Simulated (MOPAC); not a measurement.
Input for MOPAC: PM7 on BHI2 (SMILES IBI), a point of a bond scan (R = 5.707 Å).

```
PM7 1SCF PRECISE CHARGE=0 THREADS=1
BHI2

B     -0.70417345 1    -0.42698726 1    -0.46384859 1
H     -1.58315679 1    -0.95997341 1    -1.04284684 1
I      0.10540092 1     5.16229729 1    -1.28243608 1
I      0.50063343 1    -1.58472360 1     0.83046480 1
```

Program output:

```
*******************************************************************************
 **                                                                           **
 **                              MOPAC v23.2.5                                **
 **                                                                           **
 *******************************************************************************
 ** MOPAC's Digital Object Identifier: https://doi.org/10.5281/zenodo.6511958 **
 **                                                                           **
 ** Please cite the open-source release paper for use of this MOPAC version:  **
 ** J. E. Moussa and J. J. P. Stewart (2026)                                  **
 ** MOPAC: An open-source semiempirical molecular orbital program             **
 ** J. Open Source Softw., 11(119), 8025, https://doi.org/10.21105/joss.08025 **
 *******************************************************************************

                              PM7 CALCULATION RESULTS

 *******************************************************************************
 *  PM7        - The PM7 Hamiltonian to be used
 *
 *
 *
 *                 CHARGE ON SYSTEM = 0
 *
 *
 *
 *  PRECISE    - TIGHTER CRITERIA TO BE USED
 *  1SCF       - DO 1 SCF AND THEN STOP
 *  THREADS=1  - MULTI-THREADING NOT USED
 *  T=         - A TIME OF 172800.0 SECONDS REQUESTED
 *  DUMP=N     - RESTART FILE WRITTEN EVERY 7200.0 SECONDS REQUESTED
 *******************************************************************************
PM7 1SCF PRECISE CHARGE=0 THREADS=1
 BHI2

   ATOM   CHEMICAL          X               Y               Z
  NUMBER   SYMBOL      (ANGSTROMS)     (ANGSTROMS)     (ANGSTROMS)

     1       B         -0.70417345  *  -0.42698726  *  -0.46384859  *
     2       H         -1.58315679  *  -0.95997341  *  -1.04284684  *
     3       I          0.10540092  *   5.16229729  *  -1.28243608  *
     4       I          0.50063343  *  -1.58472360  *   0.83046480  *



          CARTESIAN COORDINATES

    NO.       ATOM           X           Y           Z

     1         B         -0.7042     -0.4270     -0.4638
     2         H         -1.5832     -0.9600     -1.0428
     3         I          0.1054      5.1623     -1.2824
     4         I          0.5006     -1.5847      0.8305

 General Reference for PM7:
 "Optimization of Parameters for Semiempirical Methods VI: More Modifications to the
 NDDO Approximations and Re-optimization of Parameters", J. J. P. Stewart, J. Mol. Mod., 1:32, 19 (2013)
 https://link.springer.com/article/10.1007/s00894-012-1667-x

           Empirical Formula: H B I2  =     4 atoms



      MOLECULAR POINT GROUP   :   Cs


      RHF CALCULATION, NO. OF DOUBLY OCCUPIED LEVELS = 9


 -------------------------------------------------------------------------------
 PM7 1SCF PRECISE CHARGE=0 THREADS=1
 BHI2



     1SCF WAS SPECIFIED, SO BFGS WAS NOT USED
     SCF FIELD WAS ACHIEVED


                              PM7 CALCULATION
                                                       MOPAC v23.2.5 Linux




          FINAL HEAT OF FORMATION =        125.61167 KCAL/MOL =     525.55923 KJ/MOL


          COSMO AREA              =        157.99 SQUARE ANGSTROMS
          COSMO VOLUME            =        132.32 CUBIC ANGSTROMS

          IONIZATION POTENTIAL    =          6.869633 EV
          HOMO LUMO ENERGIES (EV) =         -6.870 -4.367
          NO. OF FILLED LEVELS    =          9
          MOLECULAR WEIGHT        =        265.6269         POINT GROUP:  Cs

          MOLECULAR DIMENSIONS (Angstroms)

            Atom       Atom       Distance
            I     4    I     3     7.08116
            H     2    I     3     2.57440
            B     1    I     4     0.00000


          SCF CALCULATIONS        =          1





   ATOM   CHEMICAL          X               Y               Z
  NUMBER   SYMBOL      (ANGSTROMS)     (ANGSTROMS)     (ANGSTROMS)

     1       B         -0.70417345  *  -0.42698726  *  -0.46384859  *
     2       H         -1.58315679  *  -0.95997341  *  -1.04284684  *
     3       I          0.10540092  *   5.16229729  *  -1.28243608  *
     4       I          0.50063343  *  -1.58472360  *   0.83046480  *

                             CARTESIAN COORDINATES

   1    B       -0.704173450    -0.426987260    -0.463848590
   2    H       -1.583156790    -0.959973410    -1.042846840
   3    I        0.105400920     5.162297290    -1.282436080
   4    I        0.500633430    -1.584723600     0.830464800


           Empirical Formula: H B I2  =     4 atoms



      MOLECULAR POINT GROUP   :   Cs


                  EIGENVALUES
 -26.03171 -19.10138 -16.71670 -12.85037 -11.29123 -11.12390  -7.59355  -7.59341
  -6.86963  -4.36726  -3.08686  -0.49954   2.15624 119.77322 119.78723 119.83938
 120.09595 120.09827 129.85772 129.90881 129.90905 130.06289 130.06289


              NET ATOMIC CHARGES AND DIPOLE CONTRIBUTIONS

  ATOM NO.   TYPE          CHARGE      No. of ELECS.   s-Pop       p-Pop       d-Pop
    1          B           0.432791        2.5672     0.91504     1.65217
    2          H           0.045306        0.9547     0.95469
    3          I          -0.536083        7.5361     2.00000     5.53609     0.00000
    4          I           0.057986        6.9420     1.86841     5.06922     0.00438
 DIPOLE           X         Y         Z       TOTAL
 POINT-CHG.    -1.940   -14.830     2.342    15.139
 HYBRID         0.002     0.727    -0.193     0.752
 SUM           -1.938   -14.103     2.150    14.397


          ATOMIC ORBITAL ELECTRON POPULATIONS

     Atom    s        px        py        pz      x^2-y^2     xz        z^2       yz        xy
    1  B   0.91504   0.63184   0.56319   0.45714
    2  H   0.95469
    3  I   2.00000   1.98783   1.56074   1.98752   0.00000   0.00000   0.00000   0.00000   0.00000
    4  I   1.86841   1.73024   1.66308   1.67591   0.00061   0.00143   0.00044   0.00100   0.00089

 **********************
 *                    *
 * JOB ENDED NORMALLY *
 *                    *
 **********************




 == MOPAC DONE ==
```

The run finished.

Cost: around 0.12 core-seconds (rough).
